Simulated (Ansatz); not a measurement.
## Ligand exchange: Ga(CH3)2(NH2) + C2H6O2 → GaH(CH3)(NH2) + C3H8O2

Species: Ga(CH3)2(NH2), singlet; C2H6O2 `COCO`, singlet; GaH(CH3)(NH2), singlet; C3H8O2 (dimethoxymethane) `COCOC`, singlet. The partners trade CH3 for H: Ga–CH3 and O–H bonds give way to Ga–H and O–CH3.

Shapes, held fixed at every level: PBE0-D4/def2-TZVP. Flexible molecules stand in one conformer, not always the lowest. Programs: Ansatz 0.2.0. Electronic energies: no zero-point or thermal term.

```json
{"level": "HF/def2-TZVPP", "kind": "Hartree–Fock", "ΔE (kJ/mol)": "+61.1", "less CCSD(T)/def2-TZVPP": "-14.2"}
{"level": "PBE-D4/def2-TZVPP", "kind": "GGA", "ΔE (kJ/mol)": "+71.9", "less CCSD(T)/def2-TZVPP": "-3.4"}
{"level": "B3LYP-D4/def2-TZVPP", "kind": "global hybrid", "ΔE (kJ/mol)": "+68.6", "less CCSD(T)/def2-TZVPP": "-6.7"}
{"level": "PBE0-D4/def2-TZVPP", "kind": "global hybrid", "ΔE (kJ/mol)": "+73.3", "less CCSD(T)/def2-TZVPP": "-2.0"}
{"level": "wB97M-V/def2-TZVPP", "kind": "range-separated hybrid", "ΔE (kJ/mol)": "+71.9", "less CCSD(T)/def2-TZVPP": "-3.4"}
{"level": "MP2/def2-TZVPP", "kind": "perturbation theory", "ΔE (kJ/mol)": "+82.2", "less CCSD(T)/def2-TZVPP": "+6.9"}
{"level": "CCSD(T)/def2-TZVPP", "kind": "coupled cluster or CI", "ΔE (kJ/mol)": "+75.3", "less CCSD(T)/def2-TZVPP": "0.0"}
```

The highest level, CCSD(T)/def2-TZVPP, gives ΔE = +75.3 kJ/mol; the levels span +61.1 to +82.2. The column of differences is taken from that level and isn't an error. No measured value is set beside it here. Relativity is left out for Ga. Outer-core shells of Ga are correlated, in sets that cover them unevenly.
